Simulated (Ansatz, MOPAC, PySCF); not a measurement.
Species: AgH, net charge 0, singlet state. SMILES: [AgH]
Coordinates optimised at B3LYP-D3(BJ)/def2-TZVP (Ansatz, a quantum-chemistry and plane-wave program):
```
Ag
H 1 1.6191
```

Quantity: size of the dipole moment, in D. Set-up: def2 sets with scalar-relativistic core potentials past Kr; PM7 with its own dispersion and hydrogen-bond terms; STO-3G and 3-21G all-electron and non-relativistic; no spin-orbit coupling; 6-31G* and kin with 6d, 5d where marked; LANL2DZ with its own core potentials from Na on. First-principles rows: single points at B3LYP-D3(BJ) geometries (Ansatz). Semi-empirical rows: dipoles at the shared geometry. The spin state of an ion or metal species was assumed, not searched.

```csv
level,program,size of the dipole moment (D)
PM6,MOPAC,1.44
PM7,MOPAC,1.19
SVWN5/6-31G* with LANL2DZ past Ar,Ansatz,2.41
PBE/STO-3G,Ansatz,1.20
PBE/3-21G,Ansatz,3.28
PBE/LANL2DZ,Ansatz,2.63
PBE/6-31G* with LANL2DZ past Ar,Ansatz,2.65
BLYP/6-31G* with LANL2DZ past Ar,Ansatz,2.55
BP86/def2-SVP,PySCF,2.38
BP86/6-31G* with LANL2DZ past Ar (5d),PySCF,2.65
B3LYP/STO-3G,Ansatz,1.35
B3LYP/def2-SVP,Ansatz,2.73
PBE0/6-31G* with LANL2DZ past Ar,Ansatz,3.13
```

No value to compare with is used here. The 13 habitual levels span 1.19 (PM7) to 3.28 D (PBE/3-21G).

The levels are drawn from those run, B3LYP/6-31G* more often than the rest, none by its result; left out are runs that failed, that the program found above a lower state of the same kind, or whose <S^2> lies over 0.5 above the pure value.
